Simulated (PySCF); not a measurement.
C3H3F3.

```xyz
9

C     -1.6551     0.0144    -0.7517
C     -0.6233     0.4280    -0.0305
F     -0.7178     1.3984     0.8756
C      0.7826    -0.0923    -0.1139
F      0.8755    -1.0301    -1.0731
F      1.1347    -0.6462     1.0652
H     -1.5131    -0.7813    -1.4817
H     -2.6413     0.4615    -0.6182
H      1.4980     0.7212    -0.3343
```
Charge 0, spin multiplicity 1.

The structure is a stationary point at PBE0-D3(BJ)/def2-SVP. Other conformers were not sampled.

Computed with HF/pcSseg-1 (PySCF). Non-relativistic, no solvent.

Computed absolute GIAO shielding of each atom: isotropic value and principal components (ppm):
```json
[
 {"atom": "C1", "σ(iso)": "87.8", "σ11": "-27.0", "σ22": "113.2", "σ33": "177.1", "span": "204.0"},
 {"atom": "C2", "σ(iso)": "27.8", "σ11": "-96.9", "σ22": "85.8", "σ33": "94.6", "span": "191.5"},
 {"atom": "F3", "σ(iso)": "348.6", "σ11": "276.0", "σ22": "346.6", "σ33": "423.3", "span": "147.3"},
 {"atom": "C4", "σ(iso)": "92.9", "σ11": "82.9", "σ22": "90.0", "σ33": "105.9", "span": "23.0"},
 {"atom": "F5", "σ(iso)": "363.6", "σ11": "271.1", "σ22": "384.9", "σ33": "434.7", "span": "163.7"},
 {"atom": "F6", "σ(iso)": "350.0", "σ11": "254.7", "σ22": "384.0", "σ33": "411.3", "span": "156.6"},
 {"atom": "H7", "σ(iso)": "26.2", "σ11": "24.0", "σ22": "24.4", "σ33": "30.1", "span": "6.2"},
 {"atom": "H8", "σ(iso)": "26.1", "σ11": "23.5", "σ22": "24.2", "σ33": "30.7", "span": "7.2"},
 {"atom": "H9", "σ(iso)": "26.0", "σ11": "23.4", "σ22": "24.7", "σ33": "30.0", "span": "6.6"}
]
```
